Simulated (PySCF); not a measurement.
C3H7ClSi, SMILES [SiH3]C/C=C\Cl.

Geometry: B3LYP-D3(BJ)/def2-SVP. The structure was generated by enumeration; whether it is a known compound was not checked. Other conformers were not sampled.

Two levels are set side by side: TDDFT-PBE/def2-SVPD (PySCF) and TDDFT-LC-ωPBE/def2-SVPD (PySCF). Vertical, same geometry. The lowest singlet is HOMO→LUMO+1 92 % with PBE and HOMO→LUMO 79 % with the other functional; states are paired by order. Differences are taken from unrounded values.

```csv
quantity,TDDFT-LC-ωPBE
lowest singlet excitation (eV),6.70
lowest triplet excitation (TDA) (eV),3.93
first bright state (f over 0.05) (eV),6.70
its oscillator strength,0.41
```

**Question.** What does TDDFT-PBE give, and how far is it from TDDFT-LC-ωPBE? (The exact figures need the calculation; the answer reports its results.)

**Answer.** 
```json
[
 {"quantity": "lowest singlet excitation (eV)", "TDDFT-PBE": "5.63", "TDDFT-PBE minus TDDFT-LC-ωPBE": "-1.07"},
 {"quantity": "lowest triplet excitation (TDA) (eV)", "TDDFT-PBE": "4.01", "TDDFT-PBE minus TDDFT-LC-ωPBE": "0.08"},
 {"quantity": "first bright state (f over 0.05) (eV)", "TDDFT-PBE": "5.85", "TDDFT-PBE minus TDDFT-LC-ωPBE": "-0.85"},
 {"quantity": "its oscillator strength", "TDDFT-PBE": "0.28", "TDDFT-PBE minus TDDFT-LC-ωPBE": "-0.13"}
]
```

A lower first singlet is the usual sign of a functional without exact exchange. Differences between two approximate levels are no errors against the true value.

Rough cost on one machine, each run with all the roots and properties that it gave: TDDFT-LC-ωPBE against TDDFT-PBE about 6 times.
